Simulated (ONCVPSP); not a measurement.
Configuration tests for B (ONCV)

B, optimised norm-conserving Vanderbilt (ONCV), made with ONCVPSP 4.0.1 (PBEsol, scalar-relativistic). Core [He], reference 2s2 2p1. Waves: 2s: rc 1.10 bohr, ncon 5, nbas 9, qcut 6.3 1/bohr, local; 2p: rc 2.90 bohr, ncon 3, nbas 7, qcut 5.7 1/bohr, 1 projector. Local part: the s channel. Core correction: Teter function fitted to the true core (icmod 2), fcfact 0.15.

Energies are relative to the spin-unpolarised reference configuration 2s2 2p1; without spin polarisation the order of configurations can differ from experiment.

| valence configuration | charge | ΔE all-electron (eV) | error AE − PS (meV) |
| --- | --- | --- | --- |
| 2s2 2p0 | +1 | 8.139 | +52 |
| 2s1 2p0 | +2 | 33.401 | +184 |
| 2s2 2p0.5 | +0.5 | 2.855 | +6.9 |
| 2s1 2p1 | +1 | 14.264 | -26 |

Levels in the configuration 2s1 2p0:

```tsv
level	all-electron (eV)	pseudo (eV)
2s	-31.279	-31.091
```
